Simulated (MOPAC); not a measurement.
MOPAC input (PM7):

```
PM7 1SCF CHARGE=-1 GEO-OK AUX(PRECISION=9) THREADS=1
C5H7

C     2.32003156 1   -0.21338363 1    0.15870825 1
C     0.97293156 1   -0.28716560 1    0.14835701 1
C     0.04644238 1    0.73158387 1   -0.30132222 1
C    -1.31808495 1    0.71461345 1   -0.33571114 1
C    -2.02881568 1   -0.52945280 1    0.15751773 1
H     2.93969569 1   -1.02943903 1    0.51520037 1
H     2.83639264 1    0.67598779 1   -0.19364562 1
H     0.53479063 1   -1.21220202 1    0.51784304 1
H     0.55952661 1    1.63510270 1   -0.65962978 1
H    -2.72121107 1   -0.25516495 1    0.96475008 1
H    -2.67244515 1   -0.92009068 1   -0.64211496 1
H    -1.43177855 1   -1.39136554 1    0.53229906 1
```

Output:

```
 *******************************************************************************
 **                                                                           **
 **                              MOPAC v23.2.5                                **
 **                                                                           **
 *******************************************************************************
 ** MOPAC's Digital Object Identifier: https://doi.org/10.5281/zenodo.6511958 **
 **                                                                           **
 ** Please cite the open-source release paper for use of this MOPAC version:  **
 ** J. E. Moussa and J. J. P. Stewart (2026)                                  **
 ** MOPAC: An open-source semiempirical molecular orbital program             **
 ** J. Open Source Softw., 11(119), 8025, https://doi.org/10.21105/joss.08025 **
 *******************************************************************************

                              PM7 CALCULATION RESULTS

 *******************************************************************************
 *  PM7        - The PM7 Hamiltonian to be used
 *  GEO-OK     - OVERRIDE INTERATOMIC DISTANCE AND OTHER SAFETY CHECKS
 *
 *
 *
 *                 CHARGE ON SYSTEM = -1
 *
 *
 *
 *  1SCF       - DO 1 SCF AND THEN STOP
 *  AUX        - OUTPUT AUXILIARY INFORMATION
 *******************************************************************************
PM7 1SCF CHARGE=-1 GEO-OK AUX(PRECISION=9) THREADS=1
 C5H7

   ATOM   CHEMICAL          X               Y               Z
  NUMBER   SYMBOL      (ANGSTROMS)     (ANGSTROMS)     (ANGSTROMS)

     1       C          2.32003156  *  -0.21338363  *   0.15870825  *
     2       C          0.97293156  *  -0.28716560  *   0.14835701  *
     3       C          0.04644238  *   0.73158387  *  -0.30132222  *
     4       C         -1.31808495  *   0.71461345  *  -0.33571114  *
     5       C         -2.02881568  *  -0.52945280  *   0.15751773  *
     6       H          2.93969569  *  -1.02943903  *   0.51520037  *
     7       H          2.83639264  *   0.67598779  *  -0.19364562  *
     8       H          0.53479063  *  -1.21220202  *   0.51784304  *
     9       H          0.55952661  *   1.63510270  *  -0.65962978  *
    10       H         -2.72121107  *  -0.25516495  *   0.96475008  *
    11       H         -2.67244515  *  -0.92009068  *  -0.64211496  *
    12       H         -1.43177855  *  -1.39136554  *   0.53229906  *

          CARTESIAN COORDINATES

    NO.       ATOM           X           Y           Z

     1         C          2.3200     -0.2134      0.1587
     2         C          0.9729     -0.2872      0.1484
     3         C          0.0464      0.7316     -0.3013
     4         C         -1.3181      0.7146     -0.3357
     5         C         -2.0288     -0.5295      0.1575
     6         H          2.9397     -1.0294      0.5152
     7         H          2.8364      0.6760     -0.1936
     8         H          0.5348     -1.2122      0.5178
     9         H          0.5595      1.6351     -0.6596
    10         H         -2.7212     -0.2552      0.9648
    11         H         -2.6724     -0.9201     -0.6421
    12         H         -1.4318     -1.3914      0.5323

 General Reference for PM7:
 "Optimization of Parameters for Semiempirical Methods VI: More Modifications to the
 NDDO Approximations and Re-optimization of Parameters", J. J. P. Stewart, J. Mol. Mod., 1:32, 19 (2013)
 https://link.springer.com/article/10.1007/s00894-012-1667-x

           Empirical Formula: C5 H7  =    12 atoms

      MOLECULAR POINT GROUP   :   Cs

      RHF CALCULATION, NO. OF DOUBLY OCCUPIED LEVELS = 14

 -------------------------------------------------------------------------------
 PM7 1SCF CHARGE=-1 GEO-OK AUX(PRECISION=9) THREADS=1
 C5H7

     1SCF WAS SPECIFIED, SO BFGS WAS NOT USED
     SCF FIELD WAS ACHIEVED

                              PM7 CALCULATION
                                                       MOPAC v23.2.5 Linux

          FINAL HEAT OF FORMATION =         50.98748 KCAL/MOL =     213.33161 KJ/MOL

          COSMO AREA              =        124.06 SQUARE ANGSTROMS
          COSMO VOLUME            =        109.76 CUBIC ANGSTROMS

          IONIZATION POTENTIAL    =          2.400909 EV
          HOMO LUMO ENERGIES (EV) =         -2.401  6.004
          NO. OF FILLED LEVELS    =         14
          MOLECULAR WEIGHT        =         67.1103         POINT GROUP:  Cs

          MOLECULAR DIMENSIONS (Angstroms)

            Atom       Atom       Distance
            H    11    H     7     5.75290
            H     9    H     6     3.38871
            H    10    H     7     1.71502

          SCF CALCULATIONS        =          1

   ATOM   CHEMICAL          X               Y               Z
  NUMBER   SYMBOL      (ANGSTROMS)     (ANGSTROMS)     (ANGSTROMS)

     1       C          2.32003156  *  -0.21338363  *   0.15870825  *
     2       C          0.97293156  *  -0.28716560  *   0.14835701  *
     3       C          0.04644238  *   0.73158387  *  -0.30132222  *
     4       C         -1.31808495  *   0.71461345  *  -0.33571114  *
     5       C         -2.02881568  *  -0.52945280  *   0.15751773  *
     6       H          2.93969569  *  -1.02943903  *   0.51520037  *
     7       H          2.83639264  *   0.67598779  *  -0.19364562  *
     8       H          0.53479063  *  -1.21220202  *   0.51784304  *
     9       H          0.55952661  *   1.63510270  *  -0.65962978  *
    10       H         -2.72121107  *  -0.25516495  *   0.96475008  *
    11       H         -2.67244515  *  -0.92009068  *  -0.64211496  *
    12       H         -1.43177855  *  -1.39136554  *   0.53229906  *

                             CARTESIAN COORDINATES

   1    C        2.320031560    -0.213383630     0.158708250
   2    C        0.972931560    -0.287165600     0.148357010
   3    C        0.046442380     0.731583870    -0.301322220
   4    C       -1.318084950     0.714613450    -0.335711140
   5    C       -2.028815680    -0.529452800     0.157517730
   6    H        2.939695690    -1.029439030     0.515200370
   7    H        2.836392640     0.675987790    -0.193645620
   8    H        0.534790630    -1.212202020     0.517843040
   9    H        0.559526610     1.635102700    -0.659629780
  10    H       -2.721211070    -0.255164950     0.964750080
  11    H       -2.672445150    -0.920090680    -0.642114960
  12    H       -1.431778550    -1.391365540     0.532299060

           Empirical Formula: C5 H7  =    12 atoms

      MOLECULAR POINT GROUP   :   Cs

                  EIGENVALUES
 -22.34784 -20.45410 -17.44466 -14.31900 -12.30046  -9.98606  -9.46789  -9.04846
  -8.47448  -7.17714  -6.21522  -6.01473  -2.99832  -2.40091   6.00382   8.33614
  10.15178  10.31268  10.49316  10.69295  10.78232  11.15642  11.40529  11.76524
  11.94707  12.51654  13.30028

              NET ATOMIC CHARGES AND DIPOLE CONTRIBUTIONS

  ATOM NO.   TYPE          CHARGE      No. of ELECS.   s-Pop       p-Pop
    1          C          -0.594374        4.5944     1.07190     3.52248
    2          C           0.041216        3.9588     1.09724     2.86155
    3          C          -0.537571        4.5376     1.06792     3.46965
    4          C          -0.157811        4.1578     1.44314     2.71467
    5          C          -0.512058        4.5121     1.06574     3.44631
    6          H           0.110231        0.8898     0.88977
    7          H           0.127192        0.8728     0.87281
    8          H           0.086821        0.9132     0.91318
    9          H           0.115384        0.8846     0.88462
   10          H           0.113643        0.8864     0.88636
   11          H           0.113643        0.8864     0.88636
   12          H           0.093684        0.9063     0.90632
 DIPOLE           X         Y         Z       TOTAL
 POINT-CHG.    -0.331    -1.397     0.568     1.544
 HYBRID         1.151    -1.890     0.817     2.359
 SUM            0.821    -3.287     1.385     3.660

          ATOMIC ORBITAL ELECTRON POPULATIONS

     Atom    s        px        py        pz
    1  C   1.07190   1.05938   1.15384   1.30926
    2  C   1.09724   0.98909   1.02149   0.85097
    3  C   1.06792   1.05434   1.08911   1.32620
    4  C   1.44314   1.06344   1.05584   0.59539
    5  C   1.06574   1.16070   1.15181   1.13381
    6  H   0.88977
    7  H   0.87281
    8  H   0.91318
    9  H   0.88462
   10  H   0.88636
   11  H   0.88636
   12  H   0.90632

 **********************
 *                    *
 * JOB ENDED NORMALLY *
 *                    *
 **********************

 == MOPAC DONE ==
```

The dipole moment of an ion depends on the origin.

The geometry given is a B3LYP-D3(BJ)/def2-TZVP minimum.
